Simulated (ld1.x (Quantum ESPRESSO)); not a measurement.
## Configuration tests for Ge (Z = 32) (PAW)

germanium (Ge), PAW, made with ld1.x (Quantum ESPRESSO) 7.5 (PBE, scalar-relativistic). Core [Ar] 3d10, reference 4s2 4p1.75 (charge +0.25). Waves: 4s (bound): rcut 1.40, rcutus 1.90 bohr; 4s channel at -0.7 Ry: rcut 1.40, rcutus 1.90 bohr; 4p (bound): rcut 1.75, rcutus 2.00 bohr; 4p channel at 2.65 Ry: rcut 1.75, rcutus 2.00 bohr; 4d channel at 0.1 Ry: rcut 1.55, rcutus 1.70 bohr; 4d channel at 0.65 Ry: rcut 1.55, rcutus 1.70 bohr. Local part: all-electron potential smoothed inside 1.40 bohr (lloc = -1). Core correction: Bessel-smoothed model core, default radius (core density twice the valence density). Augmentation charge: PSQ, inside the norm-conserving radii.

Energies are relative to the spin-unpolarised reference configuration 4s2 4p1.75; without spin polarisation the order of configurations can differ from experiment. The frozen-core shift is the all-electron ΔE with the core orbitals held at their reference shape minus the fully relaxed ΔE.

```
valence configuration  charge  ΔE all-electron (eV)  error AE − PS (meV)  frozen-core shift (meV)
              4s2 4p1      +1                 6.261                 -5.0                     +4.9
              4s2 4p0      +2                21.700                  -51                      +51
              4s1 4p0      +3                56.491                 -316                     +319
            4s2 4p1.5    +0.5                 1.619                 -0.5                     +0.5
              4s1 4p3       0                 6.789                 -9.7                     +9.8
```

Q: What are ΔE and the potential's error for 4s2 4p2?

A: ΔE = -1.183 eV all-electron; the error (AE − PS) is 0.0 meV.

Q: What are ΔE and the potential's error for 4s0 4p4?

A: ΔE = 15.012 eV all-electron; the error (AE − PS) is -41 meV.

Note: ghost state, extra bound levels that the all-electron valence spectrum of the same l lacks: d at -31.0 eV. A true bound ghost makes a file unfit for plane-wave use.
